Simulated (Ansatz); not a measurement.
Si₃Ni. The state is a singlet with charge 0. Geometry r2SCAN-D4/def2-SVP.

```tsv
atom	x (Å)	y (Å)	z (Å)
Ni1	0.516	0.218	-1.765
Si2	1.000	0.190	0.261
Si3	-1.183	-0.215	-0.444
Si4	-0.333	-0.193	1.948
```

The restricted singlet is unstable towards broken spin symmetry at other levels; at PBE-D4/def2-TZVP, r2SCAN-D4/def2-TZVP, PBE0-D4/def2-TZVP, ωB97M-V/def2-TZVP this wasn't settled. No other spin state of charge 0 was run. The geometry of the singlet was relaxed on an unsound state (restricted singlet, unstable towards broken spin symmetry at other levels and untested here). Another isomer (singlet) lies 0.36 eV lower at PBE0-D4/def2-TZVP; other spin states weren't run for this one.

(1) Estimate the orbital energies around the gap (eV) in Ansatz with PBE-D4/def2-TZVP, r2SCAN-D4/def2-TZVP, PBE0-D4/def2-TZVP, ωB97M-V/def2-TZVP.

Answers

(1) 
```json
{"orbital": "HOMO−9", "PBE-D4/def2-TZVP": "-10.29", "r2SCAN-D4/def2-TZVP": "-10.61", "PBE0-D4/def2-TZVP": "-11.58", "ωB97M-V/def2-TZVP": "-13.94"}
{"orbital": "HOMO−8", "PBE-D4/def2-TZVP": "-9.63", "r2SCAN-D4/def2-TZVP": "-9.91", "PBE0-D4/def2-TZVP": "-10.84", "ωB97M-V/def2-TZVP": "-13.09"}
{"orbital": "HOMO−7", "PBE-D4/def2-TZVP": "-6.71", "r2SCAN-D4/def2-TZVP": "-7.00", "PBE0-D4/def2-TZVP": "-8.32", "ωB97M-V/def2-TZVP": "-10.71"}
{"orbital": "HOMO−6", "PBE-D4/def2-TZVP": "-6.63", "r2SCAN-D4/def2-TZVP": "-6.83", "PBE0-D4/def2-TZVP": "-8.00", "ωB97M-V/def2-TZVP": "-10.34"}
{"orbital": "HOMO−5", "PBE-D4/def2-TZVP": "-6.58", "r2SCAN-D4/def2-TZVP": "-6.76", "PBE0-D4/def2-TZVP": "-7.47", "ωB97M-V/def2-TZVP": "-9.61"}
{"orbital": "HOMO−4", "PBE-D4/def2-TZVP": "-6.03", "r2SCAN-D4/def2-TZVP": "-6.15", "PBE0-D4/def2-TZVP": "-7.22", "ωB97M-V/def2-TZVP": "-9.55"}
{"orbital": "HOMO−3", "PBE-D4/def2-TZVP": "-5.53", "r2SCAN-D4/def2-TZVP": "-5.72", "PBE0-D4/def2-TZVP": "-7.17", "ωB97M-V/def2-TZVP": "-9.35"}
{"orbital": "HOMO−2", "PBE-D4/def2-TZVP": "-5.16", "r2SCAN-D4/def2-TZVP": "-5.35", "PBE0-D4/def2-TZVP": "-6.49", "ωB97M-V/def2-TZVP": "-8.29"}
{"orbital": "HOMO−1", "PBE-D4/def2-TZVP": "-5.08", "r2SCAN-D4/def2-TZVP": "-5.24", "PBE0-D4/def2-TZVP": "-6.08", "ωB97M-V/def2-TZVP": "-7.80"}
{"orbital": "HOMO", "PBE-D4/def2-TZVP": "-4.80", "r2SCAN-D4/def2-TZVP": "-4.94", "PBE0-D4/def2-TZVP": "-5.71", "ωB97M-V/def2-TZVP": "-7.47"}
{"orbital": "LUMO", "PBE-D4/def2-TZVP": "-4.47", "r2SCAN-D4/def2-TZVP": "-4.45", "PBE0-D4/def2-TZVP": "-3.64", "ωB97M-V/def2-TZVP": "-1.68"}
{"orbital": "LUMO+1", "PBE-D4/def2-TZVP": "-2.84", "r2SCAN-D4/def2-TZVP": "-2.77", "PBE0-D4/def2-TZVP": "-2.11", "ωB97M-V/def2-TZVP": "-0.34"}
{"orbital": "LUMO+2", "PBE-D4/def2-TZVP": "-2.71", "r2SCAN-D4/def2-TZVP": "-2.48", "PBE0-D4/def2-TZVP": "-1.89", "ωB97M-V/def2-TZVP": "-0.26"}
{"orbital": "LUMO+3", "PBE-D4/def2-TZVP": "-2.28", "r2SCAN-D4/def2-TZVP": "-2.15", "PBE0-D4/def2-TZVP": "-1.50", "ωB97M-V/def2-TZVP": "0.38"}
{"orbital": "LUMO+4", "PBE-D4/def2-TZVP": "-1.08", "r2SCAN-D4/def2-TZVP": "-0.86", "PBE0-D4/def2-TZVP": "-0.18", "ωB97M-V/def2-TZVP": "1.68"}
{"orbital": "LUMO+5", "PBE-D4/def2-TZVP": "-0.13", "r2SCAN-D4/def2-TZVP": "0.27", "PBE0-D4/def2-TZVP": "0.68", "ωB97M-V/def2-TZVP": "2.23"}
```
